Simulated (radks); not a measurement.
Values are calculated unless marked as measured or tabulated.
Ionisation of the caesium ion Cs2+, [Kr] 4d10 5s2 5p5, to Cs3+, [Kr] 4d10 5s2 5p4, under several functionals. Scalar-relativistic Kohn-Sham, spin-polarised, spherical densities, finite nucleus; open shells are filled with parallel spins first (spin-orbit coupling, left out, can overturn this in heavy ions); a radial shooting solver on a logarithmic mesh with Libxc functionals.

functional         E(Cs2+) (hartree)  Exc (hartree)  IE (eV)  -e(HOMO) (eV)  <r> HOMO (bohr)  IE error (eV)
PBE                       -7785.6305      -191.5023   33.391         28.349            1.990         +0.196
revPBE                    -7785.8914      -191.7683   33.322         28.299            1.990         +0.127
exchange-only LDA         -7774.3118      -180.0856   32.096         27.081            1.999         -1.099
PW91                      -7786.6701      -192.5513   33.483         28.427            1.989         +0.288
exchange-only B88         -7783.5937      -189.4368   32.170         27.171            2.001         -1.025
r2SCAN                    -7786.6389      -192.1000   33.533         28.623            1.988         +0.338
SOGGA                     -7782.1025      -187.9493   33.336         28.294            1.987         +0.141
AM05                      -7779.7890      -185.6271   33.426         28.371            1.986         +0.231
exchange-only PBE         -7782.7340      -188.5664   32.127         27.138            2.007         -1.068
BLYP                      -7786.3351      -192.2010   33.283         28.192            1.995         +0.088

NIST Atomic Spectra Database: 33.195 eV (semi-empirical). Closest: BLYP. The Delta-SCF values span 1.44 eV, the total energies 12.36 hartree. The highest occupied level is 5p. Open shells are spherical and high-spin; term and fine-structure splittings are not resolved. Spin-orbit splitting is averaged out at the scalar-relativistic level.
